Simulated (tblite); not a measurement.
Record of a relaxation.

C6H12AsNSi.
Numbering: `[CH2:1]=[N:2][C@@H:3]1[CH:4]=[CH:5][C@@H:6]([SiH2:7][AsH2:8])[CH2:9]1` (hydrogens: H10, H11 on C1; H12 on C3; H13 on C4; H14 on C5; H15 on C6; H16, H17 on Si7; H18, H19 on As8; H20, H21 on C9)

Computed with GFN2-xTB (tblite), gas phase: L-BFGS steps from a force-field or distance-geometry start until the largest atomic force falls under 0.01 eV/Å. 5 of its 150 geometries are shown.

Step 0: E = -705.3611 eV, largest atomic force 2.325 eV/Å
```
atom  x, y, z in Å  |  force x, y, z in eV/Å
C1     -3.430   -0.916   -0.041    1.106   2.028  -0.263
N2     -2.693    0.130   -0.153   -1.072  -1.651   0.400
C3     -1.273    0.096    0.204   -1.133  -0.082  -0.066
C4     -0.725    1.484    0.146   -0.222   0.560   0.823
C5      0.352    1.556   -0.600    0.445   0.468  -0.425
C6      0.705    0.252   -1.228    0.054   0.264  -0.623
Si7     2.368   -0.335   -0.564    0.633  -0.067   0.605
As8     2.273   -0.560    1.754    0.289   0.449   0.133
C9     -0.447   -0.680   -0.836   -0.054  -0.286  -0.368
H10    -4.491   -0.849   -0.306    0.591   0.025   0.059
H11    -3.044   -1.863    0.312   -0.058  -0.353   0.145
H12    -1.140   -0.320    1.225   -0.059  -0.030  -0.193
H13    -1.127    2.317    0.726   -0.043  -0.513  -0.252
H14     0.925    2.472   -0.745   -0.081  -0.436  -0.132
H15     0.772    0.371   -2.327   -0.050  -0.071   0.397
H16     2.697   -1.636   -1.151    0.035  -0.098  -0.183
H17     3.408    0.645   -0.904    0.012  -0.007  -0.230
H18     2.203    0.979    1.951    0.192  -0.650  -0.054
H19     3.825   -0.592    1.873   -0.688   0.176  -0.064
H20    -1.053   -0.893   -1.738    0.110   0.030   0.518
H21    -0.113   -1.641   -0.412   -0.005   0.241  -0.224
```

Step 37: E = -705.6103 eV, largest atomic force 0.097 eV/Å
```
atom  x, y, z in Å  |  force x, y, z in eV/Å
C1     -3.350   -0.904    0.113    0.071   0.063  -0.019
N2     -2.599    0.054   -0.170   -0.056   0.032  -0.059
C3     -1.206    0.056    0.181    0.013  -0.012   0.007
C4     -0.660    1.458    0.181   -0.040   0.005   0.013
C5      0.351    1.600   -0.661   -0.038   0.013   0.021
C6      0.742    0.322   -1.311    0.033   0.007  -0.011
Si7     2.393   -0.295   -0.553    0.023  -0.018  -0.034
As8     1.939   -0.501    1.711    0.052  -0.011  -0.006
C9     -0.386   -0.646   -0.929    0.011  -0.020  -0.020
H10    -4.372   -0.864   -0.236   -0.003  -0.014   0.049
H11    -3.050   -1.794    0.676    0.010  -0.015   0.074
H12    -1.031   -0.430    1.162   -0.031  -0.051   0.018
H13    -1.111    2.218    0.793   -0.021   0.051  -0.019
H14     0.888    2.513   -0.864   -0.001   0.004   0.035
H15     0.833    0.448   -2.389    0.000  -0.057  -0.043
H16     2.681   -1.607   -1.168    0.005   0.014   0.001
H17     3.468    0.609   -0.991    0.017   0.021   0.031
H18     2.114    0.967    1.943    0.021  -0.031   0.026
H19     3.384   -0.733    2.047   -0.028   0.037   0.017
H20    -1.044   -0.849   -1.774    0.020   0.041  -0.075
H21     0.005   -1.603   -0.574   -0.058  -0.059  -0.006
```

Step 74: E = -705.7084 eV, largest atomic force 0.108 eV/Å
```
atom  x, y, z in Å  |  force x, y, z in eV/Å
C1     -3.324   -0.816    0.483   -0.011   0.028   0.012
N2     -2.570   -0.222   -0.315    0.041   0.018  -0.098
C3     -1.175   -0.080   -0.051   -0.016   0.023   0.021
C4     -0.756    1.370    0.009   -0.011   0.003  -0.033
C5      0.328    1.592   -0.719    0.027  -0.007  -0.023
C6      0.838    0.357   -1.376    0.006  -0.008   0.001
Si7     2.401   -0.281   -0.463    0.002   0.028   0.010
As8     1.822   -0.643    1.751   -0.004  -0.055   0.012
C9     -0.343   -0.614   -1.234   -0.038   0.018   0.032
H10    -4.372   -0.901    0.232    0.035  -0.005   0.046
H11    -2.991   -1.259    1.432   -0.017  -0.019  -0.002
H12    -0.894   -0.583    0.907    0.026  -0.002  -0.001
H13    -1.318    2.090    0.578    0.027  -0.028   0.032
H14     0.843    2.533   -0.822   -0.039   0.015   0.005
H15     1.084    0.538   -2.424   -0.018   0.001  -0.010
H16     2.793   -1.543   -1.116    0.015   0.004  -0.025
H17     3.484    0.690   -0.718   -0.031  -0.039   0.009
H18     1.897    0.814    2.081   -0.006   0.007   0.006
H19     3.258   -0.806    2.153    0.002   0.028   0.021
H20    -0.977   -0.568   -2.120    0.001  -0.020  -0.038
H21    -0.038   -1.652   -1.083    0.010   0.011   0.020
```

Step 112: E = -705.7247 eV, largest atomic force 0.015 eV/Å
```
atom  x, y, z in Å  |  force x, y, z in eV/Å
C1     -3.276   -0.756    0.566   -0.002  -0.010  -0.007
N2     -2.537   -0.243   -0.300    0.001   0.013  -0.007
C3     -1.138   -0.093   -0.068   -0.005  -0.002   0.000
C4     -0.732    1.359   -0.013    0.001  -0.001  -0.002
C5      0.339    1.590   -0.757   -0.009   0.004  -0.007
C6      0.853    0.356   -1.410    0.003   0.002   0.007
Si7     2.408   -0.275   -0.474    0.002  -0.007   0.001
As8     1.780   -0.829    1.687   -0.009  -0.006   0.002
C9     -0.320   -0.622   -1.260    0.002  -0.001  -0.001
H10    -4.333   -0.844    0.360    0.001   0.008   0.001
H11    -2.921   -1.134    1.534    0.003  -0.008   0.012
H12    -0.832   -0.594    0.885    0.003   0.003   0.003
H13    -1.282    2.068    0.580   -0.004   0.000  -0.001
H14     0.837    2.539   -0.865    0.002   0.003  -0.010
H15     1.103    0.530   -2.458   -0.001  -0.004   0.008
H16     2.882   -1.468   -1.201    0.001   0.000  -0.004
H17     3.454    0.750   -0.622    0.001   0.010   0.003
H18     1.492    0.596    2.047    0.002   0.000  -0.001
H19     3.177   -0.668    2.208    0.007  -0.005   0.000
H20    -0.959   -0.589   -2.144   -0.008   0.005  -0.002
H21    -0.004   -1.656   -1.107    0.008  -0.003   0.005
```

Step 149: E = -705.7263 eV, largest atomic force 0.008 eV/Å
```
atom  x, y, z in Å  |  force x, y, z in eV/Å
C1     -3.266   -0.766    0.571    0.001  -0.003   0.001
N2     -2.538   -0.220   -0.285   -0.005  -0.006  -0.001
C3     -1.139   -0.065   -0.060   -0.006   0.002   0.000
C4     -0.734    1.388   -0.043    0.003  -0.001   0.001
C5      0.335    1.600   -0.795    0.001   0.001   0.000
C6      0.849    0.350   -1.416   -0.001   0.003   0.001
Si7     2.406   -0.255   -0.465   -0.001  -0.002  -0.008
As8     1.762   -0.876    1.674   -0.004   0.001  -0.002
C9     -0.325   -0.624   -1.241    0.002   0.002   0.002
H10    -4.323   -0.860    0.370    0.003   0.002   0.002
H11    -2.899   -1.166    1.527   -0.003   0.003  -0.002
H12    -0.831   -0.544    0.904    0.001   0.001  -0.001
H13    -1.283    2.112    0.533    0.000  -0.003  -0.003
H14     0.832    2.547   -0.932    0.001  -0.001  -0.001
H15     1.099    0.497   -2.468    0.001  -0.001   0.006
H16     2.930   -1.417   -1.209   -0.003   0.006   0.003
H17     3.420    0.807   -0.571    0.001  -0.003   0.000
H18     1.508    0.542    2.087    0.000  -0.002  -0.004
H19     3.165   -0.768    2.195    0.004  -0.002   0.002
H20    -0.967   -0.610   -2.124    0.005   0.000   0.002
H21    -0.009   -1.654   -1.063    0.000   0.001   0.002
```

**Question.** Summarise the path.

**Answer.** The energy falls by 35.23 kJ/mol from step 0 to step 149; nine tenths of that is first reached at step 61. It falls at every step. The largest force goes from 2.325 to 0.008 eV/Å. Among the bonds As8–H19 changes most (a near tie, within 0.001 Å, with another), from 1.557 to 1.501 Å; the atoms move by 0.561 Å rms after alignment.

**Question.** Follow the three bonds and two angles with the largest change from start to end.

**Answer.** 
```csv
step,E above end (kJ/mol),largest force (eV/Å),As8–H19 (Å),As8–H18 (Å),N2–C3 (Å),As8–Si7–H17 (°),H18–As8–H19 (°)
0,35.23,2.325,1.557,1.553,1.464,108.9,93.2
6,16.88,0.266,1.498,1.492,1.446,112.2,91.4
13,15.24,0.106,1.497,1.491,1.445,114.8,89.0
19,14.43,0.090,1.503,1.499,1.441,117.7,89.8
26,13.59,0.100,1.502,1.498,1.441,119.2,89.2
32,12.49,0.147,1.497,1.492,1.442,119.8,89.5
39,10.78,0.141,1.500,1.489,1.436,118.6,90.2
45,9.21,0.265,1.501,1.506,1.431,117.4,89.0
52,6.31,0.149,1.494,1.506,1.433,116.6,89.8
58,4.14,0.122,1.506,1.491,1.432,116.0,89.8
65,2.72,0.093,1.503,1.493,1.427,116.8,89.1
71,1.99,0.054,1.498,1.499,1.428,117.2,89.7
78,1.45,0.059,1.501,1.499,1.425,116.4,89.6
84,1.24,0.034,1.500,1.497,1.426,116.4,89.5
91,1.05,0.060,1.501,1.497,1.426,116.3,89.6
97,0.66,0.057,1.504,1.497,1.426,116.8,89.5
104,0.27,0.068,1.499,1.498,1.424,117.1,89.5
110,0.16,0.030,1.500,1.498,1.425,116.9,89.7
117,0.13,0.017,1.501,1.497,1.425,117.0,89.7
123,0.11,0.011,1.501,1.497,1.425,116.9,89.7
130,0.09,0.015,1.501,1.498,1.425,116.8,89.6
136,0.07,0.021,1.501,1.497,1.425,116.7,89.6
143,0.01,0.019,1.501,1.498,1.425,116.6,89.7
149,0.00,0.008,1.501,1.498,1.425,116.8,89.7
```

What follows is the cost of the whole relaxation. Time: 2.6 s wall. Hardware: one thread, Arm Neoverse N1 (aarch64), shared host with 64 logical CPUs at a one-minute load of 62.
